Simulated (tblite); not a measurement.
Compound: C9H11P.
Atom-mapped SMILES: `[CH2:1]=[CH:2][P:3]([CH3:4])[c:5]1[cH:6][cH:7][cH:8][cH:9][cH:10]1` (hydrogens: H11, H12 on C1; H13 on C2; H14, H15, H16 on C4; H17 on C6; H18 on C7; H19 on C8; H20 on C9; H21 on C10)

Geometry (GFN2-xTB, Å), atoms numbered from 1 in this order:
```
atom  x, y, z in Å
C1     3.267   -0.321    0.398
C2     2.161   -0.777   -0.169
P3     1.045    0.141   -1.274
C4     1.304    1.875   -0.670
C5    -0.523   -0.206   -0.373
C6    -1.684   -0.384   -1.114
C7    -2.889   -0.633   -0.481
C8    -2.942   -0.706    0.901
C9    -1.787   -0.530    1.646
C10   -0.582   -0.284    1.014
H11    3.907   -0.961    0.985
H12    3.582    0.704    0.304
H13    1.892   -1.824   -0.077
H14    0.499    2.495   -1.062
H15    2.248    2.251   -1.059
H16    1.304    1.921    0.418
H17   -1.635   -0.328   -2.192
H18   -3.787   -0.773   -1.065
H19   -3.881   -0.901    1.398
H20   -1.826   -0.585    2.725
H21    0.319   -0.155    1.598
```

Method: GFN2-xTB as coded in tblite; computed harmonic values from a numerical Hessian at the method's own geometry, unscaled. Against measured fundamentals such values can be off by several per cent, at times by over 20. One conformer, not necessarily the lowest.

Harmonic wavenumbers (cm⁻¹): 35.0, 70.9, 101.3, 166.7, 201.6, 212.6, 237.1, 277.8, 358.3, 363.2, 410.3, 450.2, 562.2, 586.4, 658.7, 675.0, 687.6, 732.2, 744.3, 869.0, 874.5, 878.6, 891.5, 901.4, 928.2, 933.2, 970.6, 1001.6, 1008.4, 1081.4, 1116.9, 1121.3, 1181.3, 1196.3, 1249.1, 1275.4, 1307.1, 1316.8, 1401.7, 1425.1, 1440.6, 1455.4, 1458.8, 1581.1, 1589.7, 1654.1, 2993.0, 3008.2, 3013.0, 3017.2, 3059.1, 3067.1, 3071.9, 3079.2, 3081.4, 3089.3, 3115.1.

A = 2387, B = 736.2, C = 656.0 MHz; mass 150.060 u (most abundant isotopes); point group C1, symmetry number 1.

Problem. What is the zero-point energy?

Solution. ½Σν̃ = 36618 cm⁻¹ = 104.69 kcal/mol.

Problem. Entropy at 400 K, 1 bar (ideal gas, RRHO, classical rotation)?

Solution. Translation 42.41, rotation 30.89, vibration 43.12: S = 116.4 cal/(mol K).

Problem. And Cp and H(400 K) − H(0)?

Solution. Cp = 54.13 cal/(mol K), of which vibrations give 46.18 (their classical limit is 57 R = 113.3); H(400 K) − H(0) = 12.27 kcal/mol without the zero-point energy, 9.09 from vibrations.

Problem. What must be added to the electronic energy to get the Gibbs energy at 400 K and 1 bar?

Solution. ZPE + [H(400 K) − H(0)] − T·S = 104.69 + 12.27 − 46.57 = 70.39 kcal/mol.

Problem. Blend soft modes into free rotors: weight 1/[1 + (100 cm⁻¹/ν̃)⁴] for the oscillator and the rest for a rotor with moment μB/(μ + B), μ = h/(8π²ν), B = 10⁻⁴⁴ kg m². What vibrational entropy results?

Solution. 39.77 cal/(mol K) in place of 43.12, which changes −T·S at 400 K by +1.34 kcal/mol.

Problem. Which modes carry the vibrational entropy at 400 K?

Solution. 35.0 cm⁻¹: 6.11; 70.9 cm⁻¹: 4.71; 101.3 cm⁻¹: 4.00; 166.7 cm⁻¹: 3.03; 201.6 cm⁻¹: 2.67; 212.6 cm⁻¹: 2.57 cal/(mol K); the other 51 give 20.03 together.

Problem. How do the functions run with temperature in this model?

Solution. 
| T (K) | S (cal/(mol K)) | Cp (cal/(mol K)) | H − H(0) (kcal/mol) | G − H(0) (kcal/mol) | ln q(vib) |
| --- | --- | --- | --- | --- | --- |
| 100 | 71.3 | 19.1 | 1.32 | -5.81 | 1.91 |
| 200 | 88.0 | 30.3 | 3.79 | -13.81 | 4.63 |
| 300 | 102.6 | 42.5 | 7.43 | -23.34 | 7.42 |
| 500 | 129.6 | 63.9 | 18.19 | -46.60 | 13.12 |
| 800 | 164.3 | 83.5 | 40.58 | -90.86 | 21.49 |
| 1000 | 183.9 | 91.8 | 58.15 | -125.72 | 26.71 |

q(vib) and H(0) count from the zero-point level.

Hindered rotation and anharmonicity are outside this model. Other conformers, if any are populated, would add a mixing term that is left out. The structure is chiral; the term R ln 2 for an equal mix with its mirror image is left out.

Time: 0.96 s wall. Hardware: one thread of an Arm Neoverse V1, no GPU (shared host). This covers the Hessian and the dipole derivatives.
